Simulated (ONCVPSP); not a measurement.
Varying the ONCV potential for Eu (Z = 63)

Base potential:

ONCVPSP 4.0.1 input, shortened (lines: element, Z, core and valence counts, functional; n l f; lmax; l rc ep ncon nbas qcut; lloc lpopt rc5 dvloc0; l nproj debl; icmod fcfact rcfact), PBEsol, fully relativistic:

```
  Eu 63.00   10    4  -116133      upf
    1    0    2.00
    2    0    2.00
    2    1    6.00
    3    0    2.00
    3    1    6.00
    3    2   10.00
    4    0    2.00
    4    1    6.00
    4    2   10.00
    4    3    6.00
    5    0    2.00
    5    1    6.00
    5    2    1.00
    6    0    1.75
    3
    0    2.50    0.00    5    8    4.30
    1    2.05    0.00    4    8    5.20
    2    3.60    0.00    4    9    4.30
    3    2.90    0.12    4    9    3.40
    4    5    1.40    2.00
    0    2    2.40
    1    2    1.30
    2    1    1.50
    3    3    3.30
    1    0.55    0.00
```

Open shells are filled in proportion to 2j + 1.

All-electron outer shells of the reference configuration (PBEsol, scalar-relativistic, ld1.x):

| shell | level (eV) | outermost node (bohr) | outermost maximum (bohr) |
| --- | --- | --- | --- |
| 5s | -49.71 | 0.67 | 1.21 |
| 5p | -28.10 | 0.72 | 1.38 |
| 4f | -9.86 | – | 0.59 |
| 6s | -5.30 | 1.63 | 3.38 |
| 5d | -4.03 | 0.81 | 1.98 |

Cutoffs, loose and tight: the cutoffs (Ha) at which the residual kinetic energy of the hardest occupied pseudo-wave falls to 1 and 0.1 mHa per electron. They do not see the model core or the augmentation charge, which bear on the density cutoff. Test errors are all-electron minus pseudo excitation energies from the reference, over the configurations 5s2 5p6 5d1 6s2; 5s2 5p6 5d1 6s1; 5s2 5p6 5d1 6s0; 5s2 5p6 5d2 6s0. A dash means not determined; rows that change the core or the reference have their own tests.

For the base: The cutoffs count occupied waves only; projector 3 of the f channel, the hardest unoccupied one, needs 50 Ha at the loose tolerance.

```tsv
change	outcome	cutoff, loose	cutoff, tight	bound ghosts	GHOST(+) flags above zero	largest test error (meV)
base	generated	9.3 Ha	18 Ha	none	s, f7/2, f5/2	-26
p: rc 1.88	generated	12 Ha	39 Ha	none	s, f7/2, f5/2	-26
local potential polynomial inside 1.40 bohr (lpopt 5, dvloc0 6.5 Ha)	generated	9.3 Ha	18 Ha	none	none	-26
d: nbas 7	generated	9.3 Ha	18 Ha	none	s, f7/2, f5/2	-25
core correction polynomial model core, fcfact 0.62	generated	9.3 Ha	18 Ha	none	s, f7/2, f5/2	-26
```

Task: What comes out with this change to the base: d: rc 5.36?

Result: outcome: generated; cutoff, loose: 9.3 Ha; cutoff, tight: 18 Ha; bound ghosts: none; GHOST(+) flags above zero: s, d5/2, f7/2, d3/2, f5/2; largest test error (meV): -75.

Task: What comes out with this change to the base: p: qcut 4.6?

Result: outcome: generated; cutoff, loose: 7.7 Ha; cutoff, tight: 27 Ha; bound ghosts: none; GHOST(+) flags above zero: s, f7/2, f5/2; largest test error (meV): -25.
